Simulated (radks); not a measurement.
Dispersion coefficients C6 (hartree bohr^6) between ground-configuration atoms and ions, from the Casimir-Polder integral (3/pi) of alpha_A(iw) alpha_B(iw). Calculated with a radial shooting solver on a logarithmic mesh with Libxc functionals: non-relativistic Kohn-Sham, LB94 model potential, spin-unpolarised, spherical densities, point nucleus. Response by self-consistent Sternheimer equations with the Hartree and adiabatic LDA kernel. For heavy and open-shell atoms this level of theory can miss by tens of per cent.

C6,Kr+,Rh2+,Rh,V+,Si+,C+,O2+,Cu+
Kr+,66.09,,,,,,,
Rh2+,48.22,36.41,,,,,,
Rh,139.3,97.54,344.9,,,,,
V+,52.94,38.31,119.7,43.81,,,,
Si+,73.67,51.01,175.9,61.91,92.21,,,
C+,29.87,21.27,66.60,24.42,35.11,13.83,,
O2+,11.84,8.960,23.83,9.393,12.46,5.212,2.206,
Cu+,34.86,26.02,73.15,28.10,38.15,15.60,6.397,18.78

Static polarisabilities (bohr^3): Kr+ ([Ar] 3d10 4s2 4p5) 10.76, Rh2+ ([Kr] 4d7) 6.869, Rh ([Kr] 4d8 5s1) 43.22, V+ ([Ar] 3d4) 11.81, Si+ ([Ne] 3s2 3p1) 18.07, C+ ([He] 2s2 2p1) 5.904, O2+ ([He] 2s2 2p2) 1.652, Cu+ ([Ar] 3d10) 5.731. The combination rule 2 Ca Cb / ((alpha_b/alpha_a) Ca + (alpha_a/alpha_b) Cb) gives 27.44 for Cu+-V+, against 28.10 from the integral.
